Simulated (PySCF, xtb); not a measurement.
Al(Cl)2(SeH) (AlCl₂HSe), SMILES [Cl][Al]([SeH])[Cl].

GFN2-xTB run with xtb at its own geometry gives an orbital gap of 3.58 eV and a dipole moment of 1.39 D.

Coordinates come from a B3LYP-D3(BJ)/def2-SVP optimisation. The structure was generated by enumeration; whether it is a known compound was not checked. Other conformers were not sampled.

Question: What does B3LYP/def2-TZVP (PySCF) give? (An estimate is asked for; the answer gives what the named calculation found.)

Answer: gap 6.11 eV (levels -7.57 and -1.45 eV), dipole 1.11 D.
